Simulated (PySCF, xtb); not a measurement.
Si(F)2(H)(nPr) (C3H8F2Si), SMILES CCC[SiH](F)F. One conformer was computed; it need not be the lowest.

Harmonic wavenumbers (cm⁻¹) from GFN2-xTB run with xtb at its own minimum, in rising order: 31, 100, 123, 198, 231, 258, 290, 411, 624, 658, 708, 769, 829, 857, 868, 944, 1028, 1069, 1123, 1201, 1249, 1311, 1348, 1417, 1465, 1500, 1503, 1504, 2424, 2949, 2962, 2978, 2990, 3029, 3033, 3040.

**Question.** What does PBE-D3(BJ)/def2-SVP in PySCF give at its own minimum? (The exact figures need the calculation; the answer reports its results.)

**Answer.** 34, 94, 125, 228, 245, 301, 322, 405, 619, 718, 772, 804, 814, 864, 879, 928, 989, 1008, 1068, 1171, 1198, 1274, 1312, 1353, 1368, 1416, 1424, 1428, 2215, 2963, 2965, 2973, 3014, 3023, 3048, 3063. Paired by order, the mean absolute difference is 38 cm⁻¹ and the zero-point energies are 67.2 and 66.4 kcal/mol.
